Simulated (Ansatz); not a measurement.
Molecule: HgCl$_{2}$ (charge 0, singlet). SMILES: [Hg]([Cl])[Cl]
Structure (B3LYP-D3(BJ)/def2-TZVP (Ansatz, an electronic-structure program) minimum search):
```
Hg
Cl 1 2.2848
Cl 1 2.2848 2 180.00
```

Wanted: atomisation energy, in kcal/mol. Conventions: atomisation electronic, to ground-state atoms; LANL2DZ with its own core potentials from Na on; def2 sets with scalar-relativistic core potentials past Kr; no spin-orbit coupling; six Cartesian d functions in 6-31G* and its kin unless marked 5d; UHF or UKS for open shells; dispersion terms only where a functional's name holds one. First-principles rows: single points at B3LYP-D3(BJ) geometries (Ansatz).

```
species       coefficient  E at B3LYP/6-31G* with LANL2DZ past Ar (Ansatz), Eh  E at PBE0/def2-TZVPD (Ansatz), Eh
------------  -----------  ---------------------------------------------------  ---------------------------------
[Cl][Hg][Cl]           -1                                           -963.19963                        -1073.68202
Cl atom                +2                                           -460.13624                         -459.99797
Hg atom                +1                                            -42.78447                         -153.51485
```

 1 Eh = 627.5095 kcal/mol.

Compute it at each level from the table.


- B3LYP/6-31G* with LANL2DZ past Ar: the sum of coefficient times E is 0.14268 Eh, or 89.53 kcal/mol. Result: 89.5 kcal/mol.
- PBE0/def2-TZVPD: the sum of coefficient times E is 0.17123 Eh, or 107.45 kcal/mol. Result: 107.4 kcal/mol.
